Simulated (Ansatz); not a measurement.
Single points on (LiF)2 ring (Li₂F₂).

```yaml
crystal:
  periodic: [false, false, false]
  atoms:
    - {symbol: Li, position_ang: [0.712348, 0.624634, 0.597454]}
    - {symbol: F, position_ang: [0.177736, 0.786491, -1.034020]}
    - {symbol: Li, position_ang: [-0.712333, -0.624633, -0.597462]}
    - {symbol: F, position_ang: [-0.177741, -0.786493, 1.034028]}
basis:
  gaussian: {orbitals: def2-TZVP, initial_orbitals: start.molden}
magnetization: {spin_polarized: true, initial_magnetization: 2}
hamiltonian: {xc: r2scan, dispersion: d4}
scf: {omitted_lower_state_checks: [starts]}
output: {orbitals: {seedname: orbitals}}
```

The file start.molden holds the orbitals of an earlier run on this structure, at another level or in another basis.

```sh
$ ansatz run in.yaml --threads 4 --pin off --events-out ev --progress --plain --max-ram 3916MiB
```

It prints (some lines left out):

```
Functional definition: r2SCAN
570 factors; their error is unknown
mean field evaluation 1: about -5841.4708 eV, gradient 3.3e0 eV
mean field evaluation 2: about -5841.4932 eV, gradient 3.4e-2 eV
mean field evaluation 4: about -5841.4929 eV, gradient 8.4e-5 eV
mean field evaluation 8: about -5841.4929 eV, gradient 2.6e-5 eV
mean field evaluation 16: about -5841.4929 eV, gradient 4.3e-6 eV
mean field -5841.49287267 eV, -214.6709035644 hartree, gradient 4.8e-6 eV, S^2 2.004948; 0 other end points of the search recorded, 0 dependent functions left out
reference -5841.49290363 eV, -214.6709047024 hartree; 13, 11 occupied and 77, 79 virtual orbitals, 570 factors
Total energy: -5841.49941480 eV, -214.6711439832 hartree
Checks for a lower state left out: starts
```

Hardware: 4 threads of Arm Neoverse V2 on a shared host. Wall time 2.6 s.

The first input with `hamiltonian: {xc: pbe, dispersion: d4}` (abridged; 1.1 s):

```
Functional definition: PBE
mean field -5837.92942192 eV, -214.5399491650 hartree, gradient 4.8e-6 eV, S^2 2.002405
Total energy: -5837.95987672 eV, -214.5410683581 hartree
Checks for a lower state left out: starts
```

As the first input, with `gaussian: {orbitals: def2-TZVP}`, `hamiltonian: {xc: pbe0, dispersion: d4}` (abridged; 1.4 s):

```
Functional definition: PBE0
mean field evaluation 16: about -5837.4525 eV, gradient 1.1e-4 eV
mean field -5837.45249332 eV, -214.5224223619 hartree, gradient 9.9e-6 eV, S^2 2.009116
Total energy: -5837.47769679 eV, -214.5233485724 hartree
Checks for a lower state left out: starts
```

Geometry: r2SCAN-D4/def2-TZVP, that of the neutral singlet.

At PBE0-D4/def2-TZVP a singlet of charge 0 lies 7.42 eV below the triplet at the same geometry.
